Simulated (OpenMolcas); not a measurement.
**Ionisation energies of rhenium**

| Property | Result |
| --- | --- |
| Program | OpenMolcas |
| Basis | ANO-R3 [10s7p6d4f2g1h] |
| Scalar Hamiltonian | X2C, finite nucleus |
| Spin-orbit coupling | RASSI with atomic mean-field integrals over the reference wave functions, term energies averaged over their components |

Active shells in each charge state: the valence d shell, with orbitals averaged over the low states. Where CASPT2's correlated closed shells are named, they are those of the first ion.

A. CASSCF
B. SS-CASPT2, IPEA 0.25 Eh, imaginary shift 0.1 Eh (closed shells correlated: 5s 5p)
C. SS-CASPT2, IPEA 0.25 Eh, imaginary shift 0.1 Eh (closed shells correlated: none)
D. SS-CASPT2, IPEA 0.25 Eh, imaginary shift 0.1 Eh (closed shells correlated: 4f 5s 5p)
E. SS-CASPT2, IPEA 0 Eh, imaginary shift 0.1 Eh (closed shells correlated: 5s 5p)

Energies in eV between the lowest computed levels, named as in B; reference values from the NIST Atomic Spectra Database with their kind.

| From | To | A | B | C | D | E | Spin-orbit share in B | Reference |
| --- | --- | --- | --- | --- | --- | --- | --- | --- |
| Re2+ 5d⁵ ⁶S_5/2 | Re3+ 5d⁴ ⁵D₀ | 26.691 | 27.612 | 27.285 | 27.858 | 27.707 | -0.617 | 27.000 (theoretical) |
| Re3+ 5d⁴ ⁵D₀ | Re4+ 5d³ ⁴F_3/2 | 38.726 | 39.627 | 39.221 | 39.933 | 39.697 | -0.286 | 39.100 (theoretical) |
| Re4+ 5d³ ⁴F_3/2 | Re5+ 5d² ³F₂ | 52.180 | 52.931 | 52.437 | 53.282 | 52.992 | -0.353 | 51.900 (theoretical) |
| Re5+ 5d² ³F₂ | Re6+ 5d ²D_3/2 | 67.199 | 68.000 | 67.361 | 68.401 | 68.058 | +0.457 | 67.000 (theoretical) |
| Re6+ 5d ²D_3/2 | Re7+ 5p⁶ ¹S₀ | 81.562 | 82.324 | 81.562 | 82.760 | 82.375 | +0.799 | 82.710 (semi-empirical) |

The lowest level within the active space need not be the ion's true ground level.
